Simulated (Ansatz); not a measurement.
Basis-set extrapolation for CH$_{8}$N$_{2}$Si$_{2}$ (`N=C([SiH3])[SiH2]N`) (PBE0-D4/def2-TZVP geometry, frozen core, Ansatz 0.2.0). Multiplicity 1, RHF reference.

|  | def2-TZVPP | def2-QZVPP |
| --- | --- | --- |
| HF | -729.371642 | -729.397151 |
| MP2 correlation | -0.825749 | -0.883975 |
| CCSD(T) correlation | -0.917383 | not run |

Energies in hartree. Use E(X) = E(∞) + A·exp(−7.88·√X) for Hartree–Fock and E(X) = E(∞) + B·X^(−2.97) for correlation, with X = 3 and 4, and add CCSD(T) minus MP2 of the smaller set to the MP2 limit.

**Question.** What is the CCSD(T) energy at the basis-set limit?

**Answer.** HF limit: -729.397151 + (-0.025509) × 0.13774 = -729.40066. MP2 limit: -0.883975 + (-0.058226) × 0.74074 = -0.92711. Higher-order term: -0.917383 − (-0.825749) = -0.09163. Total: -730.41940 hartree, 81.8 kcal/mol below CCSD(T)/def2-TZVPP.
